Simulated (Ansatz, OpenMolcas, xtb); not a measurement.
Ligand exchange: KBr + C3H8O → KOH + C3H7Br

Species: KBr, singlet; C3H8O (1-propanol) `CCCO`, singlet; KOH `[OH][K]`, singlet; C3H7Br (1-bromopropane) `CCCBr`, singlet. The partners trade Br for OH: K–Br and C–OH bonds give way to K–OH and C–Br.

Shapes, held fixed at every level: PBE0-D4/def2-TZVP. Flexible molecules stand in one conformer, not always the lowest. Programs: Ansatz 0.2.0, OpenMolcas 26.06, xtb 6.7.1. Electronic energies: no zero-point or thermal term.

Q: Estimate ΔE of this reaction.

A: The highest level, CCSD(T)/def2-TZVPP, gives ΔE = +143.8 kJ/mol; the levels span +80.2 to +215.5. GFN0-xTB strays far from the other rows. The column of differences is taken from that level and isn't an error. No measured value is set beside it here. Relativity is left out for Br unless named. Correlated rows may include outer-core shells of Br, K, which these sets cover unevenly.

```json
{"level": "GFN0-xTB", "kind": "semi-empirical", "ΔE (kJ/mol)": "+80.2", "less CCSD(T)/def2-TZVPP": "-63.6"}
{"level": "HF/def2-SVP", "kind": "Hartree–Fock", "ΔE (kJ/mol)": "+215.5", "less CCSD(T)/def2-TZVPP": "+71.7"}
{"level": "HF/def2-TZVPP", "kind": "Hartree–Fock", "ΔE (kJ/mol)": "+194.5", "less CCSD(T)/def2-TZVPP": "+50.7"}
{"level": "r2SCAN-D4/def2-TZVPP", "kind": "meta-GGA", "ΔE (kJ/mol)": "+143.2", "less CCSD(T)/def2-TZVPP": "-0.6"}
{"level": "B3LYP/6-31G* (spherical functions)", "kind": "global hybrid", "ΔE (kJ/mol)": "+148.4", "less CCSD(T)/def2-TZVPP": "+4.6"}
{"level": "wB97X-V/def2-TZVPP", "kind": "range-separated hybrid", "ΔE (kJ/mol)": "+148.1", "less CCSD(T)/def2-TZVPP": "+4.3"}
{"level": "CCSD/def2-TZVPP", "kind": "coupled cluster or CI", "ΔE (kJ/mol)": "+149.8", "less CCSD(T)/def2-TZVPP": "+6.0"}
{"level": "CCSD(T)/def2-TZVPP", "kind": "coupled cluster or CI", "ΔE (kJ/mol)": "+143.8", "less CCSD(T)/def2-TZVPP": "0.0"}
```
